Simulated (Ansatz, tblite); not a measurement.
Forces on K3H3 at its PBE-D4/def2-TZVP geometry. Charge 0, multiplicity 1.

The xTB rows come from tblite. The structure comes from a short search, and lower isomers may exist.

GFN1-xTB (tblite), largest force 0.35 eV/Å:

```xyz
6
positions Å, forces eV/Å
K    -1.938   -0.818    1.338    0.271    0.111   -0.187
K    -0.257    0.405   -2.449    0.036   -0.057    0.341
K     2.194    0.413    1.109   -0.307   -0.054   -0.154
H    -2.134   -0.426   -1.086    0.041    0.012    0.022
H     0.249   -0.391    2.391   -0.005    0.007   -0.049
H     1.886    0.815   -1.303   -0.037   -0.019    0.026
```

GFN2-xTB (tblite), largest force 0.54 eV/Å:

```
K 0.323 0.133 -0.222
K 0.043 -0.068 0.407
K -0.366 -0.066 -0.183
H 0.476 0.099 0.243
H -0.056 0.087 -0.535
H -0.421 -0.185 0.290
```

PBE0-D4/def2-TZVP (Ansatz), largest force 0.02 eV/Å:

```
K 0.012 0.003 -0.008
K 0.002 -0.003 0.015
K -0.014 0.000 -0.006
H 0.013 0.006 0.007
H -0.001 0.002 -0.016
H -0.012 -0.007 0.008
```
